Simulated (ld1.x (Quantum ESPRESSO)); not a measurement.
Configuration tests for Sb (RRKJ)

ld1.x (Quantum ESPRESSO) 7.5 input, shortened:

```
&input
   title='Sb', zed=51., rel=2, dft='PZ', iswitch=3,
   config='[Kr] 4d10 5s2 5p1 5d-2', rel_dist='average'
 /
 &inputp
   pseudotype=2, tm=.false., lloc=2,
   nlcc=.true., new_core_ps=.true.
 /
3
5S  1  0   2.00   0.00  1.70  1.70  0.0
5P  2  1   1.00   0.00  1.80  1.80  0.0
5D  3  2  -2.00   0.25  1.70  1.70  0.0
 &test
   configts(1)='5s2 5p1'
 /
```

Open shells are filled in proportion to 2j + 1 (rel_dist='average').

Energies are relative to the spin-unpolarised reference configuration 5s2 5p1; without spin polarisation the order of configurations can differ from experiment. Not all tests gave a result: 1 of 7 tests not solved or not reliable. Left out of the table: 5s1 5p0 (solver errors, printed error -6.4 eV). The d channel is local and has no spin–orbit splitting in the pseudo-atom.

(1) Give the all-electron excitation energy and the error of the potential for: 5s2 5p3; 5s2 5p2; 5s2 5p0; 5s2 5p3.3; 5s1 5p4; 5s1 5p3.

Levels in the configuration 5s2 5p2:

```json
{"level": "5s j=1/2", "all-electron (eV)": "-20.945", "pseudo (eV)": "-20.911"}
{"level": "5p j=1/2", "all-electron (eV)": "-12.760", "pseudo (eV)": "-12.741"}
{"level": "5p j=3/2", "all-electron (eV)": "-11.995", "pseudo (eV)": "-11.980"}
```

Note: ghost states, extra bound levels that the all-electron valence spectrum of the same l lacks: s at -666.0 eV, p3/2 at -377.7 eV, p1/2 at -344.3 eV. A true bound ghost makes a file unfit for plane-wave use.

Answers

(1)

| valence configuration | charge | ΔE all-electron (eV) | error AE − PS (meV) |
| --- | --- | --- | --- |
| 5s2 5p3 | 0 | -24.813 | -24 |
| 5s2 5p2 | +1 | -16.275 | -11 |
| 5s2 5p0 | +3 | 24.812 | -28 |
| 5s2 5p3.3 | -0.3 | -26.025 | -26 |
| 5s1 5p4 | 0 | -16.632 | -7.3 |
| 5s1 5p3 | +1 | -7.485 | -2.7 |
